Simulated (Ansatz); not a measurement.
`C[Si](F)(F)C#N` + HCl → `N#C[Si](F)(F)Cl` + CH₄ at 298.15 K and 1 bar (ligand exchange at the Si–C bond).

Gas-phase electronic energies from Ansatz, PBE0-D4/def2-TZVP geometries. CBS: MP2 limit from def2 TZ/QZ plus the TZ coupled-cluster correction, frozen cores. This one scheme is used for every species.

| species | CCSD(T)/CBS energy (Eh) | H − E (kJ/mol) | S (J/(mol·K)) |
| --- | --- | --- | --- |
| `C[Si](F)(F)C#N` | -621.42890 | 157.8 | 352.4 |
| HCl | -460.38127 | 26.6 | 186.8 |
| `N#C[Si](F)(F)Cl` | -1041.37860 | 64.0 | 344.4 |
| CH₄ | -40.46206 | 127.4 | 186.2 |

H − E and S are ideal-gas, rigid-rotor, harmonic terms from PBE0-D4/def2-TZVP. 1 Eh = 2625.50 kJ/mol, R = 8.31446 J/(mol·K).

Problem. By hand: ΔE, ΔH, ΔS and ΔG.

Solution. ΔE = (-1041.37860) + (-40.46206) − (-621.42890) − (-460.38127) = -0.03049 Eh = -80.1 kJ/mol. Δ(H − E) = 64.0 + 127.4 − 157.8 − 26.6 = 7.0, so ΔH = -73.1 kJ/mol. ΔS = 344.4 + 186.2 − 352.4 − 186.8 = -8.6 J/(mol·K). ΔG = -73.1 − 298.15 × (-8.6)/1000 = -70.5 kJ/mol.

Problem. By hand: the equilibrium constant, and the temperature at which ΔG would vanish if ΔH and ΔS stayed fixed.

Solution. log₁₀ K = −ΔG/(RT ln 10) = 12.4. ΔG = 0 at ΔH/ΔS = 8500 K, far beyond where these terms or the molecules hold.

The number of gas molecules stays the same, so ΔS is small and ΔH decides. A doubt of 5 kJ/mol in ΔE shifts log₁₀ K by 0.9 here. These are equilibria of isolated gas molecules and say nothing of rates. Largest T1 diagnostic: 0.012 (customary marks: 0.02 for closed shells, 0.045 for open ones).
